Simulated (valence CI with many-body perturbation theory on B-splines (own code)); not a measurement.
**Er36+: E2, M1 decay**

Calculated by relativistic CI+MBPT: four valence electrons over a frozen Dirac-Fock core [Ar] 3d10, a basis of 11 s, 11 p, 9 d, 7 f, 5 g, 2 h, 1 i functions for each j, with the one-electron correlation potential Σ1, the two-electron term Σ2, the three-electron term Σ3, Breit, model QED; selected CI, second order for the rest (own B-spline code, finite nucleus).

No measured spectrum was set against this ion. As an estimate, large intervals hold to a few tenths of a per cent, small ones and those within an open d or f shell to about a per cent.

Lines 1 to 11 of 11 in falling wavelength, among levels below 379.84 eV, chosen from the decays that carry over 1 % of a level's rate. Wavelengths and rates use the calculated energies. Electric multipoles are in the length gauge, E1 and E2 with the static RPA response of the core. Weak lines are less certain than strong ones. Lines between different terms over intervals too small for the method are left out, as are lines whose strength nearly cancels.

Levels are named by their leading jj configuration (3d3/2^4 stands for four electrons in 3d with j = 3/2), which in mixed levels can hold well under half, so a name can repeat and another be missing.

| λ vac (Å) | Upper | Lower | Type | A (s⁻¹) | Branch % |
| --- | --- | --- | --- | --- | --- |
| 244.1 | (4s^2 4p3/2 4d5/2) J=4 | (4s^2 4p1/2 4d5/2) J=3 | M1 | 8.11e+05 | 77.8 |
| 218.3 | (4s^2 4p1/2 4p3/2) J=1 | (4s^2 4p1/2^2) J=0 | M1 | 1.23e+06 | 100.0 |
| 207.9 | (4s^2 4p3/2^2) J=2 | (4s^2 4p1/2 4p3/2) J=2 | M1 | 1.05e+06 | 47.1 |
| 207.9 | (4s^2 4p3/2^2) J=2 | (4s^2 4p1/2 4p3/2) J=2 | E2 | 4.50e+04 | 2.0 |
| 204.7 | (4s^2 4p1/2 4p3/2) J=2 | (4s^2 4p1/2^2) J=0 | E2 | 2.42e+04 | 99.4 |
| 195.6 | (4s^2 4p3/2^2) J=2 | (4s^2 4p1/2 4p3/2) J=1 | M1 | 1.11e+06 | 49.8 |
| 195.6 | (4s^2 4p3/2^2) J=2 | (4s^2 4p1/2 4p3/2) J=1 | E2 | 2.32e+04 | 1.0 |
| 185.0 | (4s^2 4p3/2 4d5/2) J=4 | (4s 4p1/2 4p3/2^2) J=3 | M1 | 1.80e+05 | 17.2 |
| 182.7 | (4s^2 4p3/2^2) J=0 | (4s^2 4p1/2 4p3/2) J=2 | E2 | 1.14e+05 | 3.8 |
| 173.1 | (4s^2 4p3/2^2) J=0 | (4s^2 4p1/2 4p3/2) J=1 | M1 | 2.90e+06 | 96.2 |
| 98.27 | (4s^2 4p3/2 4d5/2) J=4 | (4s 4p1/2^2 4p3/2) J=2 | E2 | 2.37e+04 | 2.3 |
